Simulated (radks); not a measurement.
Spherical jellium clusters: N electrons in a uniform positive sphere of charge N and radius rs N^(1/3), rs = 5.36 bohr. Calculated with a radial shooting solver with Libxc functionals: non-relativistic Kohn-Sham, LDA (Slater exchange, Perdew-Wang correlation), spin-polarised, spherical densities. Levels are named by radial order and angular momentum (1s, 1p, 1d, 2s, ...), and open shells are averaged over m. Each electron was tried in the lowest free levels, single moves between levels near the top were tried too, and the lowest total energy was kept; such a search can miss a lower state. Energies include the self-energy of the background; IP and EA are vertical (highest electron removed, lowest free level filled), at fixed background; spill-out counts the electrons outside the background radius R, and alpha is the static dipole polarisability from linear response (closed shells only). A dash means not computed or, for alpha, an open shell; in EA it means that no bound solution was reached, which is typical of self-interaction and does not show that the anion is unstable. Real open-shell clusters deform, which this model forbids.

N	open shells	2S	E/N (eV)	E(N+1) + E(N-1) - 2E(N) (eV)	IP (eV)	spill-out (e)	alpha/R^3
1	1s(up 1, down 0)	1	-1.356	-	-	0.29	-
2	none	0	-1.640	0.669	4.194	0.43	1.426
3	1p(up 1, down 0)	1	-1.512	-0.453	3.240	0.66	-
4	1p(up 2, down 0)	2	-1.561	-0.290	3.578	0.80	-
5	1p(up 3, down 0)	3	-1.648	0.243	3.751	0.89	-
6	1p(up 3, down 1)	2	-1.666	-0.239	3.413	1.01	-
7	1p(up 3, down 2)	1	-1.713	-0.169	3.591	1.10	-
8	none	0	-1.769	0.706	3.702	1.18	1.299
9	1d(up 1, down 0)	1	-1.734	-0.175	2.946	1.32	-
10	1d(up 2, down 0)	2	-1.724	-0.145	3.095	1.42	-
11	1d(up 3, down 0)	3	-1.729	-0.121	3.209	1.51	-
12	1d(up 4, down 0)	4	-1.743	-0.102	3.299	1.59	-
13	1d(up 5, down 0)	5	-1.763	0.248	3.372	1.66	-
14	1d(up 5, down 1)	4	-1.762	-0.113	3.095	1.75	-
15	1d(up 5, down 2)	3	-1.769	-0.096	3.189	1.83	-
16	1d(up 5, down 3)	2	-1.781	-0.082	3.266	1.91	-
17	1d(up 5, down 4)	1	-1.796	-0.071	3.329	1.98	-
18	none	0	-1.814	0.151	3.382	2.04	1.229
19	2s(up 1, down 0)	1	-1.822	0.181	3.213	2.17	-
20	none	0	-1.820	0.129	3.026	2.34	1.250
21	1f(up 1, down 0)	1	-1.812	-0.077	2.902	2.41	-
22	1f(up 2, down 0)	2	-1.808	-0.069	2.964	2.47	-
23	1f(up 3, down 0)	3	-1.808	-0.063	3.019	2.53	-
24	1f(up 4, down 0)	4	-1.810	-0.057	3.068	2.58	-
25	1f(up 5, down 0)	5	-1.815	-0.052	3.111	2.64	-
26	1f(up 6, down 0)	6	-1.821	-0.048	3.150	2.69	-
27	1f(up 7, down 0)	7	-1.828	0.212	3.185	2.73	-
28	1f(up 7, down 1)	6	-1.827	-0.057	2.961	2.80	-
29	1f(up 7, down 2)	5	-1.828	-0.052	3.009	2.85	-
30	1f(up 7, down 3)	4	-1.831	-0.048	3.051	2.91	-
31	1f(up 7, down 4)	3	-1.836	-0.044	3.090	2.97	-
32	1f(up 7, down 5)	2	-1.841	-0.041	3.125	3.02	-
33	1f(up 7, down 6)	1	-1.847	-0.038	3.157	3.07	-
34	none	0	-1.854	0.248	3.187	3.12	1.184
35	2p(up 1, down 0)	1	-1.854	-0.026	2.930	3.24	-
36	2p(up 2, down 0)	2	-1.854	-0.019	2.957	3.36	-
37	2p(up 3, down 0)	3	-1.855	0.173	2.977	3.48	-
38	2p(up 3, down 1)	2	-1.851	-0.039	2.805	3.63	-
39	2p(up 3, down 0) 1g(up 2, down 0)	5	-1.848	-0.041	2.838	3.58	-
40	2p(up 3, down 0) 1g(up 3, down 0)	6	-1.847	-0.037	2.870	3.62	-
41	2p(up 3, down 0) 1g(up 4, down 0)	7	-1.846	-	2.900	3.67	-

All shells are closed at N = 2, 8, 18, 20, 34 (there: 1s2 1p6 1d10 2s2 1f14); the second difference of the energy has clear peaks (12 % above both neighbours; the first and last values, which can be the largest, are not judged, and half-filled shells can peak too) at N = 5, 8, 13, 19, 27, 34, 37.
